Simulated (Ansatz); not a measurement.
Molecule: CH₂Br₂ (charge 0, singlet). 
Structure (B3LYP-D3(BJ)/def2-TZVP (Ansatz, a first-principles code) minimum search):
```
C
H 1 1.0813
H 1 1.0813 2 112.54
Br 1 1.9436 2 107.61 3 118.39
Br 1 1.9436 2 107.61 3 -118.39
```

Quantity: vertical triplet-singlet gap (E(triplet) - E(singlet); each state is the SCF solution reached for its spin), in kcal/mol. Cores are frozen in the correlated levels unless marked. UHF or UKS for open shells. No spin-orbit coupling. The frozen core is the preceding noble-gas configuration, with the filled d and f shells of earlier blocks. Non-relativistic. CBS(X,Y): correlation extrapolated as X^-3; Hartree-Fock from the larger set.

```
level            program  vertical triplet-singlet gap (kcal/mol)
---------------  -------  ---------------------------------------
HF/aug-cc-pVQZ    Ansatz                                    114.6
PBE0/def2-TZVPD   Ansatz                                    114.4
```

What does CCSD(T)/CBS(aug-cc-pVTZ,aug-cc-pVQZ) (Ansatz) give?

123.2 kcal/mol, so PBE0/def2-TZVPD differs from it by -8.8 kcal/mol.
